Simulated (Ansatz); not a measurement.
`[SiH3][SiH2]S[SiH3]` + `OCF` → `FCO[SiH2][SiH3]` + `[SiH3]S`  (ligand exchange at the Si–S bond)

Computed with Ansatz on PBE0-D4/def2-TZVP structures; ΔE is electronic, products minus reactants. CCSD(T)/CBS is the MP2 limit (def2-TZVPP, def2-QZVPP) plus CCSD(T) − MP2 in def2-TZVPP, frozen cores. DFT in def2-TZVPP. One conformer a species, not always the lowest.

`[SiH3][SiH2]S[SiH3]`:

Z-matrix (Å, degrees):
```
Si
Si 1 2.339
H 1 1.487 2 109.9
H 1 1.489 2 110.8 3 120.4
H 1 1.487 2 109.1 3 -119.5
S 2 2.148 1 110.1 3 57.9
H 2 1.490 1 111.1 3 -63.2
H 2 1.486 1 110.9 3 175.8
Si 6 2.136 2 96.8 1 -86.0
H 9 1.486 6 110.6 2 48.2
H 9 1.483 6 106.6 2 167.8
H 9 1.484 6 110.9 2 -72.4
```

`OCF`:

Z-matrix (Å, degrees):
```
C
F 1 1.381
O 1 1.370 2 111.1
H 1 1.091 2 107.8 3 -117.4
H 1 1.096 2 106.3 3 123.2
H 3 0.962 1 109.3 2 70.7
```

`FCO[SiH2][SiH3]`:

```xyz
12

F     1.503   -1.015    1.569
C     1.792   -0.596    0.288
O     1.387    0.697    0.102
Si   -0.190    1.215    0.248
Si   -1.711   -0.340   -0.640
H     2.875   -0.647    0.158
H     1.278   -1.291   -0.391
H    -0.524    1.486    1.671
H    -0.241    2.492   -0.505
H    -1.701   -1.612    0.131
H    -1.394   -0.643   -2.062
H    -3.074    0.253   -0.569
```

`[SiH3]S`:

Cartesian coordinates in Å:
```
Si -0.076 -0.179 0.491
S 0.534 -0.254 -1.556
H 0.665 0.864 1.245
H 0.247 -1.520 1.032
H -1.532 0.082 0.618
H 0.160 1.008 -1.830
```

Is it downhill or uphill in electronic energy at CCSD(T)/CBS, and by how much? (An estimate is asked.)

Ansatz gave: Downhill: ΔE = -9.1 kJ/mol.

What do these levels give: PBE-D4, r2SCAN, PBE0, MP2/def2-TZVPP, SCS-MP2/def2-TZVPP, HF/CBS(def2)? (Estimate.)

Ansatz gave: PBE-D4 1.7, r2SCAN -10.0, PBE0 -3.3, MP2/def2-TZVPP -8.1, SCS-MP2/def2-TZVPP -15.0, HF/CBS(def2) -30.5 kJ/mol.

Largest T1 diagnostic among the species: 0.013.

The D4 term adds +6.9 kJ/mol with B3LYP and +3.8 kJ/mol with PBE0; it sums over pairs of atoms, weighted by their polarisabilities, and B3LYP, whose exchange is more repulsive, gets the larger term. In def2-TZVPP, CCSD(T) changes the Hartree–Fock value by +15.7 kJ/mol (the triples alone add +3.4 kJ/mol) and MP2 by +20.9 kJ/mol.

B3LYP here is the variant with VWN-RPA as its local correlation; programs differ in this.
